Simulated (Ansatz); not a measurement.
A made-up structure of Si2IF, closed shell:

```
4
angstrom
F 1.0226 0.2843 1.0867
Si 0.7852 -0.7902 -0.1672
Si -1.4937 -0.5927 0.3866
I -0.3142 1.0987 -1.3061
```

It is relaxed with PBE-D4/def2-SVP and then PBE0-D4/def2-TZVP (Ansatz 0.2.0). Atoms count as bonded within 1.22 times the sum of their covalent radii (H–H: 0.88 Å). The end point is not checked to be a true minimum.

Does its bonding change? (Judge from chemistry; the calculation decides.)

Computed: Yes. Formed: F1–Si3; broken: none.

Where it ends: The first stage lowers the energy by 0.78 eV in 9 steps. It ends as Si₂IF ([F]1[Si]2[I][Si]12):
```json
{"atom": "F1", "x (Å)": "0.5920", "y (Å)": "0.1392", "z (Å)": "1.2347"}
{"atom": "Si2", "x (Å)": "0.9494", "y (Å)": "-0.8617", "z (Å)": "-0.3406"}
{"atom": "Si3", "x (Å)": "-1.1156", "y (Å)": "-0.4002", "z (Å)": "0.5963"}
{"atom": "I4", "x (Å)": "-0.4258", "y (Å)": "1.1226", "z (Å)": "-1.4904"}
```

Labels in which every atom is bracketed show which atoms are joined, not bond orders.

For scale, one of the runs: PBE0-D4/def2-TZVP relaxation, 155 basis functions, launched by `ansatz run in.yaml --threads 2 --pin off --events-out ev --progress --plain --max-ram 4352MiB`. The run took about 26 s on 2 CPU threads of an Arm Neoverse V1 (shared host).
